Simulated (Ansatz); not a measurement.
## Energy profile

The step: GaSiH₅ ([SiH3][GaH2]) + NH₃ → GaNH₄ ([NH2][GaH2]) + SiH₄; bonds formed: Si2–H5; dative contacts that become bonds: Ga1–N6; bonds broken: Ga1–Si2, H5–N6 (atoms numbered as in the saddle structure below).

Ga1  (-0.446, 0.130, -1.246)
Si2  (0.513, -1.246, 0.937)
H3  (0.739, -0.028, -2.248)
H4  (-1.896, -0.437, -1.344)
H5  (0.109, 0.469, 0.529)
N6  (-0.298, 1.711, -0.099)
H7  (1.939, -1.190, 1.365)
H8  (-0.332, -1.548, 2.127)
H9  (0.387, -2.417, 0.012)
H10  (-1.135, 2.158, 0.249)
H11  (0.420, 2.398, -0.282)
(Å)

Electronic energies by CCSD(T) at an estimated basis limit (MP2 extrapolated from triple and quadruple zeta, plus CCSD(T) − MP2 in triple zeta), on PBE0-D4/def2-TZVP structures; GaSiNH₈, singlet; no counterpoise correction. Program: Ansatz 0.2.0. Basis: def2-TZVPP and def2-QZVPP. Cores are frozen in the correlated methods. Filled d shells of the heavier atoms are correlated. The def2 sets are not built for correlating such inner shells, so the correlated values are less sure here. Extrapolation: Hartree–Fock as exp(−7.88 √X), correlation as X^−2.97.

Give the profile in kJ/mol, counted from the separated reactants. (An estimate is asked for; the value comes from the calculation.)

The calculation gives:
| point | kJ/mol |
| --- | --- |
| separated: GaSiH₅ (linked as [SiH3][GaH2]; Ga1, Si2, H3, H4, H7, H8, H9; singlet) + NH₃ (H5, N6, H10, H11; singlet) | 0.0 |
| start structure | -102.6 |
| saddle | 86.2 |
| end structure | -49.7 |
| separated: GaNH₄ (linked as [NH2][GaH2]; Ga1, H3, H4, N6, H10, H11; singlet) + SiH₄ (Si2, H5, H7, H8, H9; singlet) | -42.2 |

No T1 diagnostic of these runs exceeds 0.015. The end structure is not quite a true minimum (one mode of 53i cm⁻¹).

For scale, one of the runs: CCSD(T)/def2-TZVPP, 233 basis functions, launched by `ansatz run in.yaml --threads 4 --pin off --events-out ev --progress --plain --max-ram 9574MiB`. The run took 98 s on 4 CPU threads of an Arm Neoverse V2 (shared host), with 3.9 GiB of host memory at its peak.
